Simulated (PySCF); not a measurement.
Compound: BH₇O₃Si₃.
SMILES: `B[SiH]1O[SiH2]O[SiH2]O1`

The closed-shell ground state was solved at several levels (PySCF, density fitting, gas phase, non-relativistic). Isolated species at its PBE0-D3(BJ)/def2-SVP geometry (one conformer only).

| level | basis functions | total energy (Eh) | HOMO (eV) | LUMO (eV) | gap (eV) | dipole (D) |
| --- | --- | --- | --- | --- | --- | --- |
| CAM-B3LYP/def2-SVPD | 217 | -1122.9147 | -9.27 | -1.53 | 7.74 | 0.52 |
| PBE0/pcSseg-1 | 175 | -1122.7247 | -7.93 | -2.68 | 5.25 | 0.48 |

**Question.** What might wB97X-D/pcSseg-1 (175 basis functions) give for the same quantities?

**Answer.** Total energy -1123.2809 Eh, HOMO -9.78 eV, LUMO -0.71 eV, gap 9.07 eV, dipole 0.51 D.

**Question.** Over all these levels, which gives the widest orbital gap and which the narrowest?

**Answer.** wB97X-D/pcSseg-1 (range-separated hybrid) has the widest, 9.07 eV, and PBE0/pcSseg-1 (global hybrid, 25 % exact exchange) the narrowest, 5.25 eV. The two share the basis. From the narrowest to the widest the HOMO moves by -1.85 eV and the LUMO by +1.97 eV.

**Question.** How far do the dipole and the HOMO energy spread over the levels?

**Answer.** The dipole runs from 0.48 to 0.52 D (mean 0.51 D) and the HOMO from -9.78 to -7.93 eV.

The pairwise dispersion term of wB97X-D wasn't added to the energies; at a given geometry it leaves orbitals and properties as they are.
